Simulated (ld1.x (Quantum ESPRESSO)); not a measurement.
## beryllium (Be) ultrasoft: all-electron and pseudo phase curves

- Element: Be (Z = 4)
- Generator: ld1.x (Quantum ESPRESSO) 7.5
- Type: ultrasoft
- Functional: LDA (PZ)
- Relativity: scalar-relativistic
- Frozen core: [He]
- Valence charge: 2
- Reference configuration: 2s2 2p0
- Partial waves: 2s (bound): rcut 2.15, rcutus 2.45 bohr; 2s channel at 3.1 Ry: rcut 2.15, rcutus 2.45 bohr; 2p (bound, empty): rcut 3.30, rcutus 4.35 bohr; 2p channel at 2.85 Ry: rcut 3.30, rcutus 4.35 bohr
- Local potential: all-electron potential smoothed inside 2.05 bohr (lloc = -2)
- Core correction: Bessel-smoothed model core inside 1.90 bohr
- Augmentation charge: PSQ, radius 1.80 bohr

The phase is arctan(r·u′/u) with u = r·R(r), unwrapped; energies in Ry, scanned from -2 to 5 Ry. A pole is an energy at which the radial function vanishes at the test radius. The pseudo phase is shifted by a multiple of π to meet the all-electron one at the reference energy, and phase errors are pseudo minus all-electron; the curves can meet again beyond the range given. Levels narrower than the energy grid can be missing from the lists of poles.

```
channel  radius (bohr)  reference energy (Ry)  poles, all-electron      poles, pseudo  unbroken range about the reference energy with phases within 0.05 rad  phase error 1 Ry above the reference energy (rad)
      s           4.69                  -0.41    -0.33, 1.34, 4.05  -0.33, 1.34, 4.05                                                        the whole range                                             -0.003
      p           4.69                  -0.15    -0.02, 1.40, 3.79  -0.03, 1.46, 3.91                                                              below 2.3                                             +0.028
```

Phases in the s channel:

```csv
E (Ry),all-electron,pseudo
-2.00,1.410,1.410
-1.76,1.398,1.398
-1.52,1.381,1.381
-1.28,1.359,1.359
-1.04,1.325,1.325
-0.80,1.259,1.259
-0.56,0.978,0.978
-0.32,-1.587,-1.587
-0.08,-1.831,-1.831
0.16,-2.071,-2.071
0.40,-2.962,-2.967
0.64,-4.236,-4.238
0.88,-4.534,-4.535
1.12,-4.648,-4.649
1.36,-4.716,-4.717
1.60,-4.772,-4.772
1.84,-4.831,-4.832
2.08,-4.920,-4.921
2.32,-5.125,-5.127
2.56,-6.175,-6.181
2.80,-7.422,-7.422
3.04,-7.653,-7.653
3.28,-7.740,-7.740
3.52,-7.789,-7.789
3.76,-7.822,-7.822
4.00,-7.848,-7.849
4.24,-7.872,-7.873
4.48,-7.896,-7.898
4.72,-7.923,-7.926
4.96,-7.959,-7.965
```
